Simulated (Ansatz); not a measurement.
`FC(F)(F)C(Cl)Cl`, relaxed with RKS PBE-D4/def2-SVP in Ansatz 0.2.0 from a rough embedded geometry. The force threshold is 0.03 eV/Å; the program also tests the step.

Total charge 0; spin multiplicity 1.

Start:

```xyz
8

F     1.603   -0.763   -0.236
C     0.570    0.035   -0.523
F     1.068    1.265   -0.683
F     0.078   -0.353   -1.693
C    -0.470    0.009    0.604
Cl   -1.053   -1.651    0.809
Cl   -1.793    1.114    0.187
H    -0.004    0.344    1.535
```

```csv
step,energy (eV),largest force (eV/Å),largest move (Å)
1,-35250.3673,0.752,0.000
2,-35250.4058,0.217,0.027
3,-35250.4086,0.026,0.009
```

End:

```xyz
8

F     1.609   -0.775   -0.214
C     0.582    0.034   -0.541
F     1.063    1.286   -0.670
F     0.081   -0.360   -1.718
C    -0.477    0.003    0.583
Cl   -1.056   -1.663    0.833
Cl   -1.802    1.132    0.206
H     0.000    0.341    1.521
```

It took 4.6 s on 4 threads of an Arm Neoverse V1 on a shared host, with 0.16 GiB of host memory at the peak.
